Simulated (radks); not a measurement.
Removal energies from the molybdenum ion Mo6+, [Kr], by Delta-SCF beside the eigenvalue of the level emptied. All-electron calculation, scalar-relativistic Kohn-Sham, BLYP, spin-polarised, spherical densities, finite nucleus; Fermi nuclear charge, rms radius of each element as measured or else 0.836 A^(1/3) + 0.57 fm. Program: a radial shooting solver on a logarithmic mesh with Libxc functionals. Open shells are filled with parallel spins first.

removed from        final configuration  Delta-SCF (eV)  -eigenvalue (eV)
4p                    [Ar] 3d10 4s2 4p5          126.03            116.95
4s                    [Ar] 3d10 4s1 4p6          154.17            144.46
3d                     [Ar] 3d9 4s2 4p6          327.42            306.61
3p            [Ne] 3s2 3p5 3d10 4s2 4p6          484.47            464.60
